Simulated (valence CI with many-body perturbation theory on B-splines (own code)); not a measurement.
**Energy levels of Hg LIX**

Computed by valence CI with perturbative core correlation (CI+MBPT): four valence electrons over a frozen Dirac-Fock core [Ar], radial functions for each j: 9 s, 9 p, 10 d, 8 f, 5 g, 3 h, 1 i, with the one-electron correlation potential Σ1 (screened to all orders), the two-electron term Σ2, the three-electron term Σ3, Breit, model QED; selected single and double excitations, second order for the rest (own B-spline code, finite nucleus).

No measured spectrum was set against this ion. As an estimate, large intervals hold to a few tenths of a per cent, small ones and those within an open d or f shell to about a per cent. The list stops below the first excitations out of the core. Only levels of the ground parity were solved; by the run's estimate the other parity begins above the list, which can be wrong where configurations are misplaced.

Levels 1 to 18 of 18, with energies above the lowest level, (3d3/2^4) J=0. "Leading %" is the weight of the configuration and term that name the level; weights of strongly mixed levels are sums over their largest components and can fall short. In the jj column 3d3/2^4 stands for four electrons in 3d with j = 3/2. Lifetimes count E1, E2, E3, M1 and M2 decay at the calculated energies, and are blank where another channel may lead or the interval is too uncertain; long ones can be off by a factor of two.

| No. | Configuration | Term | J | E (cm⁻¹) | Leading % | Second component | Leading jj | Lifetime |
| --- | --- | --- | --- | --- | --- | --- | --- | --- |
| 1 | 3d4 | 3P | 0 | 0 | 61 | 24 % 3d4 5D | 3d3/2^4 (99 %) |  |
| 2 | 3d4 | 5D | 1 | 772590 | 55 | 45 % 3d4 3P | 3d3/2^3 3d5/2 (100 %) | 92.0 ns |
| 3 | 3d4 | 3F | 4 | 875340 | 28 | 26 % 3d4 1G | 3d3/2^3 3d5/2 (99 %) |  |
| 4 | 3d4 | 5D | 2 | 911210 | 28 | 20 % 3d4 1D | 3d3/2^3 3d5/2 (97 %) | 28.4 μs |
| 5 | 3d4 | 3F | 3 | 939460 | 31 | 20 % 3d4 3G | 3d3/2^3 3d5/2 (98 %) |  |
| 6 | 3d4 | 5D | 2 | 1621300 | 57 | 13 % 3d4 3P | 3d3/2^2 3d5/2^2 (98 %) | 54.8 ns |
| 7 | 3d4 | 5D | 0 | 1622000 | 68 | 24 % 3d4 1S | 3d3/2^2 3d5/2^2 (99 %) | 40.4 ns |
| 8 | 3d4 | 3H | 4 | 1645100 | 40 | 33 % 3d4 5D | 3d3/2^2 3d5/2^2 (99 %) | 90.7 ns |
| 9 | 3d4 | 5D | 3 | 1664800 | 48 | 28 % 3d4 3G | 3d3/2^2 3d5/2^2 (97 %) | 92.9 ns |
| 10 | 3d4 | 3H | 5 | 1692400 | 66 | 34 % 3d4 3G | 3d3/2^2 3d5/2^2 (100 %) | 191 ns |
| 11 | 3d4 | 1I | 6 | 1715800 | 55 | 45 % 3d4 3H | 3d3/2^2 3d5/2^2 (100 %) |  |
| 12 | 3d4 | 3D | 1 | 1746600 | 44 | 38 % 3d4 3P | 3d3/2^2 3d5/2^2 (98 %) | 98.9 ns |
| 13 | 3d4 | 3F | 3 | 1767300 | 45 | 22 % 3d4 3G | 3d3/2^2 3d5/2^2 (99 %) | 143 ns |
| 14 | 3d4 | 3G | 4 | 1772600 | 52 | 41 % 3d4 1G | 3d3/2^2 3d5/2^2 (99 %) | 502 ns |
| 15 | 3d4 | 3F | 2 | 1791900 | 33 | 29 % 3d4 3P | 3d3/2^2 3d5/2^2 (99 %) | 315 ns |
| 16 | 3d4 | 3F | 2 | 1906200 | 54 | 27 % 3d4 3P | 3d3/2^2 3d5/2^2 (98 %) | 83.6 ns |
| 17 | 3d4 | 3F | 4 | 1953700 | 65 | 29 % 3d4 1G | 3d3/2^2 3d5/2^2 (99 %) | 304 ns |
| 18 | 3d4 | 1D | 2 | 2073200 | 48 | 27 % 3d4 3P | 3d3/2^2 3d5/2^2 (97 %) | 1.56 μs |

The ionisation energy to 3d3 4F_3/2 of the next ion comes out as 6042.4 eV (NIST: 6041 ± 6 eV (theoretical)). All 18 levels together are meant to be complete up to 2159100 cm⁻¹.
